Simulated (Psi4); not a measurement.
ClTe (SMILES Cl[Te+]), charge +1, singlet, at a GFN2-xTB geometry (all electrons, no relativity); PBE/3-21G in Psi4.

Input for Psi4:
```
memory 2 GB

molecule {
1 1
Te   -0.00000000   -0.00000000   -0.54662571
Cl    0.00000000    0.00000000    1.67203160
}

set {
  basis 3-21g
  scf_type pk
}

energy('pbe')
print_variables()
```

What does Psi4 print? Leave out banner, timings and long lists.


```
   => Loading Basis Set <=

    Name: 3-21G
    Role: ORBITAL
    Keyword: BASIS

         ---------------------------------------------------------
                                   SCF
               by Justin Turney, Rob Parrish, Andy Simmonett
                          and Daniel G. A. Smith
                              RKS Reference
         ---------------------------------------------------------

  ==> Geometry <==

    Molecular point group: c2v
    Full point group: C_inf_v

    Geometry (in Angstrom), charge = 1, multiplicity = 1:

       Center              X                  Y                   Z               Mass
    ------------   -----------------  -----------------  -----------------  -----------------
         TE           0.000000000000     0.000000000000    -0.470561729375   129.906222748000
         CL           0.000000000000     0.000000000000     1.748095580625    34.968852682000

  Running in c2v symmetry.

  Rotational constants: A = ************  B =      0.12430  C =      0.12430 [cm^-1]
  Rotational constants: A = ************  B =   3726.32229  C =   3726.32229 [MHz]
  Nuclear repulsion =  210.844934061619455

  Charge       = 1
  Multiplicity = 1
  Electrons    = 68
  Nalpha       = 34
  Nbeta        = 34

  ==> Algorithm <==

  SCF Algorithm Type is PK.
  DIIS enabled.
  MOM disabled.
  Fractional occupation disabled.
  Guess Type is SAD.
  Energy threshold   = 1.00e-06
  Density threshold  = 1.00e-06
  Integral threshold = 1.00e-12

  ==> Primary Basis <==

  Basis Set: 3-21G
    Blend: 3-21G
    Number of shells: 20
    Number of basis functions: 46
    Number of Cartesian functions: 46
    Spherical Harmonics?: false
    Max angular momentum: 2

  ==> DFT Potential <==

   => LibXC <=

    Version 7.1.2
    S. Lehtola, C. Steigemann, M. J. T. Oliveira, and M. A. L. Marques,  SoftwareX 7, 1–5 (2018) (10.1016/j.softx.2017.11.002)

   => Composite Functional: PBE <=

    PBE GGA Exchange-Correlation Functional

    J.P. Perdew et. al., Phys. Rev. Lett., 77(18), 3865-3868, 1996

    Deriv               =              1
    GGA                 =           TRUE
    Meta                =          FALSE

    Exchange Hybrid     =          FALSE
    MP2 Hybrid          =          FALSE

   => Exchange Functionals <=

    1.0000     XC_GGA_X_PBE

   => Correlation Functionals <=

    1.0000     XC_GGA_C_PBE

   => LibXC Density Thresholds  <==

    XC_GGA_C_PBE:  1.00E-12
    XC_GGA_X_PBE:  1.00E-15

   => Molecular Quadrature <=

    Radial Scheme          =       TREUTLER
    Pruning Scheme         =           NONE
    Nuclear Scheme         =       TREUTLER

    Blocking Scheme        =         OCTREE
    BS radius alpha        =              1
    Pruning alpha          =              1
    Radial Points          =             75
    Spherical Points       =            302
    Total Points           =          40505
    Total Blocks           =            378
    Max Points             =            256
    Max Functions          =             45
    Weights Tolerance      =       1.00E-15

  ==> Integral Setup <==

  Using in-core PK algorithm.
   Calculation information:
      Number of atoms:                   2
      Number of AO shells:              20
      Number of primitives:             48
      Number of atomic orbitals:        46
      Number of basis functions:        46

      Integral cutoff                 1.00e-12
      Number of threads:                 1

  Performing in-core PK
  Using 1169642 doubles for integral storage.
  We computed 18448 shell quartets total.
  Whereas there are 22155 unique shell quartets.

  ==> DiskJK: Disk-Based J/K Matrices <==

    J tasked:                  Yes
    K tasked:                   No
    wK tasked:                  No
    Schwarz Cutoff:          1E-12

  Minimum eigenvalue in the overlap matrix is 1.2832386671E-03.
  Reciprocal condition number of the overlap matrix is 3.1214841079E-04.
    Using symmetric orthogonalization.

[...]
    DOCC [    17,    2,    8,    7 ]
    NA   [    17,    2,    8,    7 ]
    NB   [    17,    2,    8,    7 ]

   @RKS iter  81: -7042.67588372662703   -5.75541e-04   1.10641e-03 DIIS/ADIIS
   @RKS iter  82: -7042.67439836848735    1.48536e-03   1.77070e-03 DIIS/ADIIS
   @RKS iter  83: -7042.67439798603846    3.82449e-07   1.77107e-03 DIIS/ADIIS
   @RKS iter  84: -7042.67519050515602   -7.92519e-04   1.45646e-03 DIIS/ADIIS
   @RKS iter  85: -7042.67495351408888    2.36991e-04   1.55834e-03 DIIS/ADIIS
   @RKS iter  86: -7042.67545404945940   -5.00535e-04   1.33551e-03 DIIS/ADIIS
    Occupation by irrep:
             A1    A2    B1    B2
    DOCC [    17,    2,    7,    8 ]
    NA   [    17,    2,    7,    8 ]
    NB   [    17,    2,    7,    8 ]

   @RKS iter  87: -7042.67571078001038   -2.56731e-04   1.20421e-03 DIIS/ADIIS
   @RKS iter  88: -7042.67393732980327    1.77345e-03   1.93300e-03 DIIS/ADIIS
   @RKS iter  89: -7042.67409659888381   -1.59269e-04   1.87932e-03 DIIS/ADIIS
    Occupation by irrep:
             A1    A2    B1    B2
    DOCC [    17,    2,    8,    7 ]
    NA   [    17,    2,    8,    7 ]
    NB   [    17,    2,    8,    7 ]

   @RKS iter  90: -7042.67417861001923   -8.20111e-05   1.85103e-03 DIIS/ADIIS
    Occupation by irrep:
             A1    A2    B1    B2
    DOCC [    17,    2,    7,    8 ]
    NA   [    17,    2,    7,    8 ]
    NB   [    17,    2,    7,    8 ]

   @RKS iter  91: -7042.67603757473353   -1.85896e-03   1.01658e-03 DIIS/ADIIS
   @RKS iter  92: -7042.67407196772729    1.96561e-03   1.88741e-03 DIIS/ADIIS
   @RKS iter  93: -7042.67449231418777   -4.20346e-04   1.73679e-03 DIIS/ADIIS
   @RKS iter  94: -7042.67448093215899    1.13820e-05   1.74086e-03 DIIS/ADIIS
   @RKS iter  95: -7042.67432571829249    1.55214e-04   1.79897e-03 DIIS/ADIIS
    Occupation by irrep:
             A1    A2    B1    B2
    DOCC [    17,    2,    8,    7 ]
    NA   [    17,    2,    8,    7 ]
    NB   [    17,    2,    8,    7 ]

   @RKS iter  96: -7042.67430196717578    2.37511e-05   1.80644e-03 DIIS/ADIIS
    Occupation by irrep:
             A1    A2    B1    B2
    DOCC [    17,    2,    7,    8 ]
    NA   [    17,    2,    7,    8 ]
    NB   [    17,    2,    7,    8 ]

   @RKS iter  97: -7042.67470159105960   -3.99624e-04   1.65845e-03 DIIS/ADIIS
   @RKS iter  98: -7042.67489230906904   -1.90718e-04   1.58241e-03 DIIS/ADIIS
   @RKS iter  99: -7042.67494681975859   -5.45107e-05   1.55877e-03 DIIS/ADIIS
   @RKS iter 100: -7042.67511083736554   -1.64018e-04   1.48947e-03 DIIS/ADIIS

PsiException: Could not converge SCF iterations in 100 iterations.

  Failed to converge.

Traceback (most recent call last):
  File "psi4", line 375, in <module>
  File "<string>", line 23, in <module>
  File "site-packages/psi4/driver/driver.py", line 533, in energy
  File "site-packages/psi4/driver/procrouting/proc.py", line 2760, in run_scf
  File "site-packages/psi4/driver/procrouting/proc.py", line 2047, in scf_helper
  File "site-packages/psi4/driver/procrouting/scf_proc/scf_iterator.py", line 93, in scf_compute_energy
  File "site-packages/psi4/driver/procrouting/scf_proc/scf_iterator.py", line 86, in scf_compute_energy
  File "site-packages/psi4/driver/procrouting/scf_proc/scf_iterator.py", line 609, in scf_iterate

psi4.driver.p4util.exceptions.SCFConvergenceError: Could not converge SCF iterations in 100 iterations.

Printing out the relevant lines from the Psithon --> Python processed input file:
    Cl    0.00000000    0.00000000    1.67203160
    """)
    core.IO.set_default_namespace("")
    core.set_global_option("BASIS", "3-21g")
    core.set_global_option("SCF_TYPE", "pk")
--> energy('pbe')
    print_variables()

!-------------------------------------------------------!
!                                                       !
!  Could not converge SCF iterations in 100 iterations. !
!                                                       !
!-------------------------------------------------------!
```

Convergence was not reached.
